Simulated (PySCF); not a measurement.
Atom-mapped SMILES (the numbers label the heavy atoms): `[CH3:1][NH:2][C:3](=[O:4])/[C:5]([Cl:6])=[CH:7]\[Cl:8]` (H(Xn): hydrogen on atom n).

Geometry: GFN2-xTB; GIAO shifts from PySCF, gas phase, non-relativistic, averaged over equivalent atoms.

At HSE06/cc-pVDZ (145 basis functions, 3.4 min wall time (94 s CPU) on 1 thread of an Intel Xeon, shared host):
```
atoms  δ (ppm)
   C3    152.3
   C7    135.4
   C5    133.3
   C1     25.0
   N2    112.6
   O4    358.1
H(C7)     6.72
H(N2)     5.81
H(C1)     2.99
```

Shifts are taken against calculated references (same method and geometry level): TMS for ¹³C (σref 198.63) and ¹H (σref 31.75); NH3 for ¹⁵N (σref 274.90); H2O for ¹⁷O (σref 344.77).

Q: Predict the values at HF/pcSseg-1 on the same geometry.

A: 
```tsv
atoms	δ at HF/pcSseg-1	change
C3	167.8	+15.5
C7	151.0	+15.6
C5	133.0	-0.3
C1	25.1	+0.1
N2	100.1	-12.5
O4	373.5	+15.4
H(C7)	7.32	+0.60
H(N2)	5.75	-0.06
H(C1)	3.27	+0.28
```

δ = σ(ref) − σ, references computed at the same level: ¹³C (σ = 193.38 ppm), ¹H (σ = 32.15 ppm) against TMS; ¹⁵N (σ = 267.57 ppm) vs NH3; H2O for ¹⁷O (σ = 334.68 ppm).

The largest change is at C7 (β carbon of a C=C–C=O unit). Cost: 175 basis functions, 56 s wall time (27 s CPU) on 1 thread of an Intel Xeon, shared host. The order of the carbon signals is the same at both levels.

Carbons that carry Cl, above all several Cl atoms, come out too deshielded, partly because spin–orbit coupling is missing. The C=O carbon of an acid or of an amide with N–H lies up to 10 ppm further downfield in solution, through hydrogen bonding that the calculation lacks. Unscaled 17O shifts of doubly bonded oxygen tend to come out too high, by tens of ppm or more. Experimental scales use liquid or dissolved standards, which lie at an offset from isolated NH3 (liquid NH3: subtract about 20 ppm) and H2O (liquid H2O: subtract about 36 ppm).
